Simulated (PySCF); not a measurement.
C₆H₈N₂O.
SMILES: `COCc1ccnnc1`

The closed-shell SCF was solved with PySCF and density fitting under several settings on one GFN2-xTB geometry (grid level 2 and gas phase unless stated).

| settings | basis functions | SCF cycles | E (Eh) | HOMO (eV) | LUMO (eV) | dipole (D) |
| --- | --- | --- | --- | --- | --- | --- |
| PBE0/pcSseg-1 | 193 | 14 | -417.5858 | -6.61 | -1.42 | 4.56 |
| PBE0/def2-SVPD | 247 | 14 | -417.3534 | -6.59 | -1.47 | 4.49 |
| KT2/pcseg-1, start guess sap | 166 | 18 | -425.0447 | -5.28 | -2.33 | 4.37 |
| PBE0/MINI | 53 | 12 | -414.3581 | -7.80 | -3.16 | 4.04 |

Q: Estimate the rows for these settings: (1) PBE0/6-31G*, IEF-PCM acetonitrile, level shift 0.3 Eh; (2) PBE0/cc-pVDZ, damping 0.3 at the start, DIIS from the seventh cycle; (3) B3LYP/STO-3G.

A: 
```csv
settings,basis functions,SCF cycles,E (Eh),HOMO (eV),LUMO (eV),dipole (D)
"PBE0/6-31G*, IEF-PCM acetonitrile, level shift 0.3 Eh",142,14,-417.6443,-6.65,-1.09,5.93
"PBE0/cc-pVDZ, damping 0.3 at the start, DIIS from the seventh cycle",166,15,-417.6642,-6.38,-1.16,4.21
B3LYP/STO-3G,53,12,-412.7655,-3.70,1.07,3.97
```

Q: Over all rows, what range does the HOMO–LUMO gap span?

A: From 2.95 eV (KT2/pcseg-1, start guess sap) to 5.56 eV (PBE0/6-31G*, IEF-PCM acetonitrile, level shift 0.3 Eh). The functional of the narrowest has no exact exchange, that of the widest 25 % exact exchange.

Q: And the dipole moment?

A: From 3.97 D (B3LYP/STO-3G) to 5.93 D (PBE0/6-31G*, IEF-PCM acetonitrile, level shift 0.3 Eh); the largest is 1.49 times the smallest, and the median is 4.37 D.

Q: Compare two rows with the functional PBE0: PBE0/pcSseg-1 and PBE0/MINI. Which energy is lower, and by how much?

A: PBE0/pcSseg-1 (193 functions) lies 3.2277 Eh or 2025 kcal/mol below PBE0/MINI (53 functions).

Cycle counts include a coarse-grid stage where the run had one. All basis functions are spherical, in the Pople sets too. KT2 was designed for NMR shieldings or shifts; total energies of different functionals aren't comparable. The species at its GFN2-xTB geometry (one conformer only).

Conformer computed: `[CH3:1][O:2][CH2:3][c:4]1[cH:5][cH:6][n:7][n:8][cH:9]1`: C1–O2–C3–C4 -71°, O2–C3–C4–C5 149°.
